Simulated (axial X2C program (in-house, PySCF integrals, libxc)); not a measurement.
# TlH⁻ along the bond: B3LYP, with spin–orbit coupling

All values were computed with an in-house all-electron X2C program for linear molecules (integrals from PySCF). Two-component (2c) means X2C with spin–orbit coupling and atomic mean-field two-electron Coulomb and Gaunt terms. Basis: Tl dyall-acv3z [13s15p11d8f1g], H dyall-av3z [7s3p2d] (cores contracted in-house); Gaussian nuclei, density fitting, unrestricted open shells. Masses: Tl 204.974 u, H 1.008 u.

State: Ω = 1/2 (⟨Sz⟩ = -0.48, ⟨Lz⟩ = 0.98 at B3LYP). Dipoles are positive if H is the positive end and refer to the centre of mass.

```tsv
R (Å)	μ (D)	HOMO (eV)	LUMO (eV)
1.686	-0.486	1.01	1.74
1.764	-0.856	1.01	1.74
1.822	-1.143	1.01	1.75
1.880	-1.437	1.01	1.76
1.938	-1.738	1.00	1.76
2.006	-2.099	1.00	1.77
2.074	-2.470	0.99	1.78
2.161	-2.959	0.98	1.80
2.268	-3.577	0.96	1.82
2.422	-4.505	0.92	1.84
```

Task: The minimum lies at 1.956 Å. What is the dipole moment there?

Result: At B3LYP, 2c, with the sign and origin stated: μ = -1.83 D.

One determinant describes the state; a PBE0 search over occupations chose it and may have missed a lower one. Density functionals use the spin component along the axis (collinear). The highest occupied level is positive at some bond lengths even in Hartree–Fock (under at least one Hamiltonian), so the basis set holds the extra electron there; where that holds at Re the anion is at best weakly bound and its constants depend on the basis. PBE0 can misorder states that lie within some tenths of an eV, so this need not be the ground state of the molecule. The nearest other 2c determinant of the search, Ω = 3/2, lies 0.29 eV up at the distance of the search. Without a current term, density functionals place determinants with orbital angular momentum somewhat too high. The LUMO of an anion is an unbound level whose energy the basis sets.
